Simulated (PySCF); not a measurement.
# Computed records: H$_{3}$NOSi$_{2}$, H$_{5}$O$_{2}$Si$_{2}$

Calculation on a computer-drawn molecule: optimised geometry and harmonic frequencies of an isolated molecule of the commonest isotopes, restricted reference for singlets and unrestricted otherwise, frozen core in MP2. Program: PySCF 2.14.0.

Common to all runs: charge 0; basis cc-pV(D+d)Z.

```yaml
- entry: 1
  formula: H3NOSi2
  start_structure:
    atoms_angstrom:
      - [O, -0.7751, -0.7391, -1.354]
      - [Si, -0.5165, 0.7869, -0.8861]
      - ["N", 0.332, 1.2177, 0.3389]
      - [Si, 1.4399, 1.5819, 1.556]
      - [H, -1.3104, -0.9204, -2.1129]
      - [H, -1.2086, 1.7043, -1.7938]
      - [H, 0.4799, 1.6379, 2.7493]
  given:
    multiplicity: 1
    method: MP2
    drawn_bonds_atom: [1, 2, 3, 1, 2, 4]
    drawn_bonds_other_atom: [2, 3, 4, 5, 6, 7]
    drawn_bonds_order: [1, 2, 1, 1, 1, 1]
  results:
    optimised_atom_element: [O, Si, "N", Si, H, H, H]
    "optimised_atom_x [angstrom]": [-0.7698, -0.5292, 0.3028, 1.466, -1.32, -1.212, 0.5045]
    "optimised_atom_y [angstrom]": [-0.7859, 0.7768, 1.226, 1.588, -0.8953, 1.702, 1.658]
    "optimised_atom_z [angstrom]": [-1.357, -0.899, 0.3753, 1.574, -2.145, -1.817, 2.766]
    "modes_frequency [cm^-1]": [73.29, 144.6, 279.9, 315.8, 331.7, 520.5, 558.4, 799.4, 862.2, 874.8, 981.4, 1354, 2026, 2336, 3871]
    "modes_reduced_mass [dalton]": [8.455, 4.552, 1.174, 1.268, 4.984, 1.221, 7.993, 1.07, 1.411, 2.03, 1.661, 14.47, 1.043, 1.044, 1.067]
    "rotational_constants [GHz]": [23.1, 1.919, 1.801]
    "total_energy [hartree]": -709.4610
    "convergence_status_largest_gradient_component [hartree/bohr]": 4.219e-05
- entry: 2
  formula: H5O2Si2
  start_structure:
    atoms_angstrom:
      - [O, 0.6177, 2.7334, -2.3619]
      - [Si, 1.0513, 2.347, -0.8938]
      - [O, 0.0764, 1.1684, -0.2404]
      - [Si, -1.0007, -0.0564, -0.1619]
      - [H, 0.3362, 2.1094, -3.0433]
      - [H, 2.3547, 1.8117, -0.8142]
      - [H, -2.2693, 0.535, -0.4283]
      - [H, -0.87, -0.5314, 1.2089]
      - [H, -0.5834, -1.0638, -1.1251]
  given:
    multiplicity: 2
    method: HF
    drawn_bonds_atom: [1, 2, 3, 1, 2, 4, 4, 4]
    drawn_bonds_other_atom: [2, 3, 4, 5, 6, 7, 8, 9]
    drawn_bonds_order: [1, 1, 1, 1, 1, 1, 1, 1]
  results:
    "total_energy [hartree]": null
    "rotational_constants [GHz]": null
```

Questions
1. Estimate the total energy of H$_{5}$O$_{2}$Si$_{2}$ (entry 2).
2. Give the missing rotational constants for H$_{5}$O$_{2}$Si$_{2}$ (entry 2).

## Answers
1. -730.6045 hartree
2. 13.84, 2.11, 1.913 GHz

Further results for H$_{5}$O$_{2}$Si$_{2}$ (entry 2):

| Property | Result |
| --- | --- |
| spin squared | 0.7533 |
| convergence status largest gradient component | 2.771e-06 hartree/bohr |

Optimised structure:
```xyz
9
H5O2Si2
O      0.6568     2.5520    -2.5992
Si     0.7741     2.4165    -0.9635
O      0.2060     0.9615    -0.4585
Si    -1.0193    -0.0793    -0.1179
H      1.0603     1.8966    -3.1513
H      2.1901     2.4954    -0.5292
H     -2.2471     0.6712     0.2223
H     -0.6247    -0.9218     1.0280
H     -1.2833    -0.9389    -1.2907
```

Modes:
```
frequency (cm⁻¹)  reduced mass (dalton)
           26.29                  3.049
           42.76                  1.367
           105.2                  3.948
           154.1                  1.143
           353.9                  5.491
           593.2                  5.726
           735.6                  1.102
           791.4                  1.187
           792.8                  1.188
           862.5                  1.986
             882                  1.305
           947.1                  2.189
            1038                  1.056
            1041                  1.055
            1063                  1.555
            1136                  2.994
            2264                  1.042
            2318                  1.051
            2324                  1.046
            2340                  1.024
            4142                  1.067
```
